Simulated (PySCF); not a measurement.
PySCF input (PBE0/6-311G**):

```python
import numpy as np, basis_set_exchange as bse
from pyscf import gto, scf, dft, df, tdscf

basis = {'B': gto.basis.parse(bse.get_basis('6-311G**', elements=['B'], fmt='nwchem')), 'H': gto.basis.parse(bse.get_basis('6-311G**', elements=['H'], fmt='nwchem')), 'N': gto.basis.parse(bse.get_basis('6-311G**', elements=['N'], fmt='nwchem'))}
mol = gto.M(
    atom='''
    B    -0.77657967    0.03230627   -0.00413419
    N     0.60979542   -0.02536793    0.00324630
    H    -1.39837774   -0.98543134   -0.02544751
    H    -1.31189213    1.09818051    0.01101914
    H     1.19719081    0.79223349    0.02089926
    H     1.12740949   -0.88893853   -0.00852404
    ''',
    basis=basis,
    charge=0,
    verbose=4,
    max_memory=7359,
)
mf = dft.RKS(mol, xc='pbe0')
mf.grids.level = 3
mf = mf.density_fit(auxbasis=df.autoaux(mol))
mf.conv_tol = 1e-9
mf.max_cycle = 100
print('smallest overlap eigenvalue', np.linalg.eigvalsh(mol.intor('int1e_ovlp'))[0])
mf.kernel()
dip = mf.dip_moment()
td = tdscf.TDA(mf)
td.nstates = 4
td.kernel()
td.analyze()
osc = td.oscillator_strength()
```

Output:

```
PySCF version 2.14.0

[INPUT] verbose = 4
[INPUT] num. atoms = 6
[INPUT] num. electrons = 16
[INPUT] charge = 0
[INPUT] spin (= nelec alpha-beta = 2S) = 0
[INPUT] symmetry False subgroup None
[INPUT] Mole.unit = angstrom
[INPUT] Symbol           X                Y                Z      unit          X                Y                Z       unit  Magmom
[INPUT]  1 B     -0.776579670000   0.032306270000  -0.004134190000 AA   -1.467522890205   0.061050002406  -0.007812486847 Bohr   0.0
[INPUT]  2 N      0.609795420000  -0.025367930000   0.003246300000 AA    1.152346335814  -0.047938440047   0.006134617918 Bohr   0.0
[INPUT]  3 H     -1.398377740000  -0.985431340000  -0.025447510000 AA   -2.642550947288  -1.862195347163  -0.048088824452 Bohr   0.0
[INPUT]  4 H     -1.311892130000   1.098180510000   0.011019140000 AA   -2.479116830672   2.075260399235   0.020823156728 Bohr   0.0
[INPUT]  5 H      1.197190810000   0.792233490000   0.020899260000 AA    2.262362749746   1.497104322808   0.039493877606 Bohr   0.0
[INPUT]  6 H      1.127409490000  -0.888938530000  -0.008524040000 AA    2.130495166336  -1.679850363273  -0.016108101075 Bohr   0.0

nuclear repulsion = 32.2949639009591
number of shells = 32
number of NR pGTOs = 94
number of NR cGTOs = 60
basis = {'B': [[0, [2858.89, 0.00215375], [428.14, 0.0165823], [97.5282, 0.082187], [27.9693, 0.276618], [8.21577, 0.629316], [1.11278, 0.17377]], [0, [13.2415, 0.117443], [3.00166, 0.918002], [0.912856, -0.00265105]], [0, [0.315454, 1.0]], [0, [0.0988563, 1.0]], [1, [13.2415, 0.04181], [3.00166, 0.236575], [0.912856, 0.816214]], [1, [0.315454, 1.0]], [1, [0.0988563, 1.0]], [2, [0.401, 1.0]]], 'H': [[0, [33.865, 0.0254938], [5.09479, 0.190373], [1.15879, 0.852161]], [0, [0.32584, 1.0]], [0, [0.102741, 1.0]], [1, [0.75, 1.0]]], 'N': [[0, [6293.48, 0.00196979], [949.044, 0.0149613], [218.776, 0.0735006], [63.6916, 0.248937], [18.8282, 0.60246], [2.72023, 0.256202]], [0, [30.6331, 0.111906], [7.02614, 0.921666], [2.11205, -0.00256919]], [0, [0.684009, 1.0]], [0, [0.200878, 1.0]], [1, [30.6331, 0.0383119], [7.02614, 0.237403], [2.11205, 0.817592]], [1, [0.684009, 1.0]], [1, [0.200878, 1.0]], [2, [0.913, 1.0]]]}
ecp = {}
ETB for B: l = 0, exps = 0.1977126 * 1.8^n , n = 0..13
ETB for B: l = 1, exps = 0.1977126 * 1.8^n , n = 0..11
ETB for B: l = 2, exps = 0.1977126 * 1.8^n , n = 0..10
ETB for B: l = 3, exps = 0.49985630000000003 * 2.2^n , n = 0..2
ETB for N: l = 0, exps = 0.401756 * 1.8^n , n = 0..13
ETB for N: l = 1, exps = 0.401756 * 1.8^n , n = 0..11
ETB for N: l = 2, exps = 0.401756 * 1.8^n , n = 0..9
ETB for N: l = 3, exps = 1.1138780000000001 * 2.2^n , n = 0..2
ETB for H: l = 0, exps = 0.205482 * 1.8^n , n = 0..10
ETB for H: l = 1, exps = 0.852741 * 2^n , n = 0..2
ETB for H: l = 2, exps = 1.5 * 2.2^n , n = 0..0
smallest overlap eigenvalue 0.007739472245902313

******** <class 'pyscf.df.df_jk.DFRKS'> ********
method = DFRKS
initial guess = minao
damping factor = 0
level_shift factor = 0
DIIS = <class 'pyscf.scf.diis.CDIIS'>
diis_start_cycle = 1
diis_space = 8
diis_damp = 0
SCF conv_tol = 1e-09
SCF conv_tol_grad = None
SCF max_cycles = 100
direct_scf = False
XC library pyscf.dft.libxc version 7.1.2
    S. Lehtola, C. Steigemann, M. J. T. Oliveira, and M. A. L. Marques,  SoftwareX 7, 1–5 (2018)
XC functionals = pbe0
    C. Adamo and V. Barone,  J. Chem. Phys. 110, 6158 (1999)
    M. Ernzerhof and G. E. Scuseria,  J. Chem. Phys. 110, 5029 (1999)
radial grids:
    Treutler-Ahlrichs [JCP 102, 346 (1995); DOI:10.1063/1.469408] (M4) radial grids

becke partition: Becke, JCP 88, 2547 (1988); DOI:10.1063/1.454033
pruning grids: <function nwchem_prune>
grids dens level: 3
symmetrized grids: False
atomic radii adjust function: <function treutler_atomic_radii_adjust>
small_rho_cutoff = 0
Set gradient conv threshold to 3.16228e-05
Initial guess from minao.
tot grids = 67184
******** <class 'pyscf.df.df.DF'> ********
auxbasis = {'B': [[0, [np.float64(411.69625233004984), 1]], [0, [np.float64(228.72014018336105), 1]], [0, [np.float64(127.06674454631167), 1]], [0, [np.float64(70.59263585906204), 1]], [0, [np.float64(39.218131032812245), 1]], [0, [np.float64(21.78785057378458), 1]], [0, [np.float64(12.10436142988032), 1]], [0, [np.float64(6.7246452388224), 1]], [0, [np.float64(3.735914021568), 1]], [0, [np.float64(2.07550778976), 1]], [0, [np.float64(1.1530598832), 1]], [0, [np.float64(0.6405888240000001), 1]], [0, [np.float64(0.35588268), 1]], [0, [np.float64(0.1977126), 1]], [1, [np.float64(127.06674454631167), 1]], [1, [np.float64(70.59263585906204), 1]], [1, [np.float64(39.218131032812245), 1]], [1, [np.float64(21.78785057378458), 1]], [1, [np.float64(12.10436142988032), 1]], [1, [np.float64(6.7246452388224), 1]], [1, [np.float64(3.735914021568), 1]], [1, [np.float64(2.07550778976), 1]], [1, [np.float64(1.1530598832), 1]], [1, [np.float64(0.6405888240000001), 1]], [1, [np.float64(0.35588268), 1]], [1, [np.float64(0.1977126), 1]], [2, [np.float64(70.59263585906204), 1]], [2, [np.float64(39.218131032812245), 1]], [2, [np.float64(21.78785057378458), 1]], [2, [np.float64(12.10436142988032), 1]], [2, [np.float64(6.7246452388224), 1]], [2, [np.float64(3.735914021568), 1]], [2, [np.float64(2.07550778976), 1]], [2, [np.float64(1.1530598832), 1]], [2, [np.float64(0.6405888240000001), 1]], [2, [np.float64(0.35588268), 1]], [2, [np.float64(0.1977126), 1]], [3, [np.float64(2.4193044920000006), 1]], [3, [np.float64(1.09968386), 1]], [3, [np.float64(0.49985630000000003), 1]]], 'N': [[0, [np.float64(836.5751072572589), 1]], [0, [np.float64(464.76394847625494), 1]], [0, [np.float64(258.20219359791935), 1]], [0, [np.float64(143.4456631099552), 1]], [0, [np.float64(79.69203506108623), 1]], [0, [np.float64(44.273352811714574), 1]], [0, [np.float64(24.596307117619205), 1]], [0, [np.float64(13.664615065344002), 1]], [0, [np.float64(7.591452814080001), 1]], [0, [np.float64(4.2174737856), 1]], [0, [np.float64(2.343040992), 1]], [0, [np.float64(1.30168944), 1]], [0, [np.float64(0.7231608), 1]], [0, [np.float64(0.401756), 1]], [1, [np.float64(258.20219359791935), 1]], [1, [np.float64(143.4456631099552), 1]], [1, [np.float64(79.69203506108623), 1]], [1, [np.float64(44.273352811714574), 1]], [1, [np.float64(24.596307117619205), 1]], [1, [np.float64(13.664615065344002), 1]], [1, [np.float64(7.591452814080001), 1]], [1, [np.float64(4.2174737856), 1]], [1, [np.float64(2.343040992), 1]], [1, [np.float64(1.30168944), 1]], [1, [np.float64(0.7231608), 1]], [1, [np.float64(0.401756), 1]], [2, [np.float64(79.69203506108623), 1]], [2, [np.float64(44.273352811714574), 1]], [2, [np.float64(24.596307117619205), 1]], [2, [np.float64(13.664615065344002), 1]], [2, [np.float64(7.591452814080001), 1]], [2, [np.float64(4.2174737856), 1]], [2, [np.float64(2.343040992), 1]], [2, [np.float64(1.30168944), 1]], [2, [np.float64(0.7231608), 1]], [2, [np.float64(0.401756), 1]], [3, [np.float64(5.391169520000002), 1]], [3, [np.float64(2.4505316000000006), 1]], [3, [np.float64(1.1138780000000001), 1]]], 'H': [[0, [np.float64(73.3666746661153), 1]], [0, [np.float64(40.75926370339739), 1]], [0, [np.float64(22.644035390776324), 1]], [0, [np.float64(12.580019661542401), 1]], [0, [np.float64(6.988899811968), 1]], [0, [np.float64(3.8827221177600006), 1]], [0, [np.float64(2.1570678432), 1]], [0, [np.float64(1.198371024), 1]], [0, [np.float64(0.66576168), 1]], [0, [np.float64(0.3698676), 1]], [0, [np.float64(0.205482), 1]], [1, [np.float64(3.410964), 1]], [1, [np.float64(1.705482), 1]], [1, [np.float64(0.852741), 1]], [2, [np.float64(1.5), 1]]]}
init E= -81.9120170358375
  HOMO = -0.355297207687878  LUMO = -0.0641774477970642  gap/eV = 7.92177
cycle= 1 E= -81.9282503590557  delta_E= -0.0162  |g|= 0.317  |ddm|= 1.59
  HOMO = -0.250376383678306  LUMO = 0.057984479642699  gap/eV = 8.39093
cycle= 2 E= -81.9255975929167  delta_E= 0.00265  |g|= 0.36  |ddm|= 0.428
  HOMO = -0.318535565490718  LUMO = 0.0220142112469528  gap/eV = 9.26683
cycle= 3 E= -81.9525842468791  delta_E= -0.027  |g|= 0.0564  |ddm|= 0.205
  HOMO = -0.315330963480993  LUMO = 0.0164713206142277  gap/eV = 9.02880
cycle= 4 E= -81.9533597323523  delta_E= -0.000775  |g|= 0.014  |ddm|= 0.0431
  HOMO = -0.315062671841271  LUMO = 0.0179714712377184  gap/eV = 9.06232
cycle= 5 E= -81.953409591398  delta_E= -4.99e-05  |g|= 0.00115  |ddm|= 0.00986
  HOMO = -0.315440876294305  LUMO = 0.0178872491101956  gap/eV = 9.07032
cycle= 6 E= -81.9534100337019  delta_E= -4.42e-07  |g|= 0.000128  |ddm|= 0.00128
  HOMO = -0.31540580667922  LUMO = 0.017900903683632  gap/eV = 9.06974
cycle= 7 E= -81.9534100380893  delta_E= -4.39e-09  |g|= 6.79e-06  |ddm|= 9.85e-05
  HOMO = -0.315405148277426  LUMO = 0.0178999034603464  gap/eV = 9.06969
cycle= 8 E= -81.9534100381068  delta_E= -1.75e-11  |g|= 9.69e-07  |ddm|= 9.03e-06
  HOMO = -0.315405077388795  LUMO = 0.0179001450158083  gap/eV = 9.06970
Extra cycle  E= -81.9534100381069  delta_E= -2.84e-14  |g|= 4.75e-07  |ddm|= 1e-06
converged SCF energy = -81.9534100381069
Dipole moment(X, Y, Z, Debye):  2.08887, -0.08691,  0.01112

******** <class 'pyscf.tdscf.rks.TDA'> for <class 'pyscf.df.df_jk.DFRKS'> ********
nstates = 4 singlet
deg_eia_thresh = 1.000e-03
wfnsym = None
conv_tol = 1e-05
eigh lindep = 1e-12
eigh level_shift = 0
eigh max_cycle = 100
chkfile = tmpkquzn_rd

Excitation energies (eV)
[7.44008075 8.34080967 8.79315222 9.08909248]

** Singlet excitation energies and oscillator strengths **
Excited State   1:      7.44008 eV    166.64 nm  f=0.0000
       7 -> 9         0.70590
Excited State   2:      8.34081 eV    148.65 nm  f=0.0285
       8 -> 10       -0.70599
Excited State   3:      8.79315 eV    141.00 nm  f=0.2861
       8 -> 9         0.68424
Excited State   4:      9.08909 eV    136.41 nm  f=0.0023
       7 -> 10        0.70480

** Transition electric dipole moments (AU) **
state          X           Y           Z        Dip. S.      Osc.
  1        -0.0000     -0.0000     -0.0000      0.0000      0.0000
  2        -0.0023     -0.0064      0.3736      0.1397      0.0285
  3        -1.1515      0.0479     -0.0061      1.3283      0.2861
  4        -0.0042     -0.1025     -0.0018      0.0105      0.0023

** Transition velocity dipole moments (imaginary part, AU) **
state          X           Y           Z        Dip. S.      Osc.
  1        -0.0000     -0.0000     -0.0000      0.0000      0.0000
  2        -0.0011     -0.0031      0.1791      0.0321      0.0698
  3        -0.1765      0.0073     -0.0009      0.0312      0.0644
  4        -0.0009     -0.0218     -0.0004      0.0005      0.0009

** Transition magnetic dipole moments (imaginary part, AU) **
state          X           Y           Z
  1        -1.3293      0.0553     -0.0071
  2         0.0104      0.2499      0.0044
  3         0.0000      0.0000     -0.0000
  4         0.0067      0.0191     -1.1064
```
